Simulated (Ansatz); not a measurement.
# AlGeH2LiSi: which of two structures lies lower

We compare X, a singlet given by its coordinates, with Y, a singlet given by its coordinates. Both are isolated molecules in the gas phase, relaxed with PBE0-D3(BJ)/def2-SVP.

X (Å):

```json
{"atom": "Al", "x (Å)": "-0.0975", "y (Å)": "-0.1592", "z (Å)": "0.1592"}
{"atom": "Ge", "x (Å)": "-1.6303", "y (Å)": "1.9142", "z (Å)": "1.8091"}
{"atom": "Li", "x (Å)": "-2.5831", "y (Å)": "0.1783", "z (Å)": "-0.4704"}
{"atom": "Si", "x (Å)": "-0.7909", "y (Å)": "2.0644", "z (Å)": "-0.2363"}
{"atom": "H", "x (Å)": "1.2150", "y (Å)": "-0.9738", "z (Å)": "0.5228"}
{"atom": "H", "x (Å)": "-1.3277", "y (Å)": "-1.1574", "z (Å)": "-0.3837"}
```

Close contacts (Å): Al1–Ge2 3.06, Al1–Li3 2.59, Al1–Si4 2.36, Ge2–Li3 3.02, Ge2–Si4 2.22, Li3–Si4 2.61, Al1–H5 1.59, Al1–H6 1.67, Li3–H6 1.84.

Y (Å):

```yaml
atoms:
  - { symbol: Al, position_ang: [0.0949, -0.2146, -0.7159] }
  - { symbol: Ge, position_ang: [1.1466, 0.7009, 1.2371] }
  - { symbol: Li, position_ang: [-3.2944, 1.4187, 2.1673] }
  - { symbol: Si, position_ang: [-1.1902, 0.7820, 1.1330] }
  - { symbol: H, position_ang: [-1.6850, 0.1160, -0.2569] }
  - { symbol: H, position_ang: [-0.3201, -0.8837, -2.1028] }
```

Close contacts (Å): Al1–Ge2 2.40, Al1–Si4 2.46, Ge2–Si4 2.34, Li3–Si4 2.43, Al1–H5 1.87, Al1–H6 1.59, Si4–H5 1.62.

Energies in hartree; the thermal terms are from PBE0-D3(BJ)/def2-SVP harmonic frequencies (ideal gas, rigid rotor, one conformer each, 298.15 K, 1 atm) and include the zero-point energy:

```
                                X            Y
E, CCSD(T)/def2-TZVP  −2615.341155  −2615.329980
   zero-point energy      0.017442      0.017138
        H(298 K) − E      0.024850      0.024745
        G(298 K) − E     −0.014093     −0.014867
```

Task: Work out ΔE, ΔE₀, ΔH and ΔG for X → Y in kJ/mol (1 Eh = 2625.50 kJ/mol) and the equilibrium ratio [Y]/[X].

Result: 1. ΔE = −2615.329980 − (−2615.341155) = +0.011175 Eh = +29.34 kJ/mol.
2. ΔE₀ = ΔE + ΔZPE = +0.011175 + (−0.000304) Eh = +28.54 kJ/mol.
3. ΔH = ΔE + (−0.000105) Eh = +29.06 kJ/mol.
4. ΔG = ΔE + (−0.000774) Eh = +27.31 kJ/mol, so ΔS = (ΔH − ΔG)/T = +5.9 J/(mol K).
5. kT = 0.9442 mEh, so K = [Y]/[X] = exp(−ΔG/kT) = exp(−11.02) ≈ 1.6 × 10^−5.

Structure X is favoured at this temperature. An error of 4 kJ/mol in ΔG would change K by a factor of 5. Mirror images and further conformers aren't counted.

Other levels gave ΔE = +20.1 (PBE0-D3(BJ)/def2-SVP); +32.6 (HF/def2-TZVP); +28.7 (MP2/def2-TZVP) kJ/mol. The correlated steps freeze 19 core orbitals; the filled d shell of Ge is correlated; the last core shell of Li is correlated, in a basis made for valence electrons. Programs: Ansatz 0.2.0.
